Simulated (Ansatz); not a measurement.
Gas-phase electronic energies from Ansatz, PBE0-D4/def2-TZVP geometries. CCSD(T)/CBS is the MP2 limit (def2-TZVPP, def2-QZVPP) plus CCSD(T) − MP2 in def2-TZVPP, frozen cores. Functionals use def2-TZVPP. One conformer a species, not always the lowest.

`C[C](O)([AlH2])[SiH3]` → `CO[SiH2][AlH][CH3]`  (isomerisation)

| level | ΔE (eV) |
| --- | --- |
| PBE0 | -1.61 |
| SCS-MP2/def2-TZVPP | -1.55 |

(1) What does CCSD(T)/CBS give? (Estimate.)

Largest T1 diagnostic among the species: 0.012.

Results:

(1) The calculation gave: -1.55 eV. The listed levels differ from it by -0.06, 0.00 eV.

From PBE to PBE0 (25 % exact exchange), in def2-TZVPP and without D4, ΔE moves by −0.04 eV. In def2-TZVPP, CCSD(T) changes the Hartree–Fock value by +0.24 eV (the triples alone add +0.04 eV) and MP2 by +0.27 eV.
